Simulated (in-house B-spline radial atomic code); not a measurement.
## RPA and G0W0 on PBEsol: Tc+

Configuration [Kr] 4d5 5s1, highest spin, mean-field start PBEsol. Computed with an all-electron radial atomic-structure program (B-spline basis): all electrons, non-relativistic, point nucleus, each spin shell either full or empty, empty states to l = 9 with an (l + 1/2)⁻⁴ tail; G0W0 by contour deformation at full frequency.

Without relativity these are model numbers: it shifts the levels of so heavy an element strongly and can reorder them.

Command:
```bash
python run_gw.py task.json out
```
Settings (radii: box in bohr, nucleus in fm):
```
Z                        43
electrons                42
configuration            [Kr] 4d5 5s1
hamiltonian              nr
method                   pbesol
lmax                     9
spin_polarised           True
box_radius               23.78
intervals                54
ion_configuration        [Kr] 4d5
```

Time taken, with all properties: 4.5 s on 1 thread of AMD EPYC 9R45 96-Core Processor, on a shared host.

Energies (hartree):

| term | value |
| --- | --- |
| mean-field total | -4204.02120 |
| Hartree-Fock functional on these orbitals | -4204.56276 |
| direct second order | -3.5608 |
| second-order exchange | 1.0458 |
| SOSEX correction | 0.95753 |

What is the RPA correlation energy, and what remains with SOSEX?

RPA gives -3.096 hartree (-2.01 eV per electron); RPA + SOSEX gives -2.1384, and the second-order doubles -2.515 hartree (no singles). RPA lacks exchange-type terms and so overcorrelates at short range.

Quasi-particle levels (eV):

```json
{"level": "5s up", "occupied": "yes", "mean field": "-11.733", "Σx - vxc": "-2.31", "Σc": "?", "QP weight": "?", "G0W0": "?"}
{"level": "4d down", "occupied": "no", "mean field": "-11.913", "Σx - vxc": "8.98", "Σc": "-4.91", "QP weight": "0.828", "G0W0": "-7.845"}
```

G0W0 = mean field + (Σx - vxc) + Σc, with Σc (partial-wave tail included) taken at the quasi-particle energy. Only the outer levels were computed. Levels of low weight are left out.

Where does G0W0 put 5s up?

At -15.357 eV, with Σc = -1.31 eV and a quasi-particle weight of 0.919. The tabulated removal energy is 15.260 eV (NIST, semi-empirical); the calculation leaves out relativity, Breit and QED terms, and what these don't explain is the method's own error.

What does it cost to remove one electron (to [Kr] 4d5) by differences of total energies, each species on its own start (correlation terms add to the Hartree-Fock functional)?

PBEsol 15.042 eV, Hartree-Fock functional 13.635 eV, + RPA 15.255 eV, + RPA + SOSEX 14.423 eV, + second order 15.278 eV. Tabulated: 15.260 eV (NIST, semi-empirical); the calculation leaves out relativity, Breit and QED terms, and what these don't explain is the method's own error.
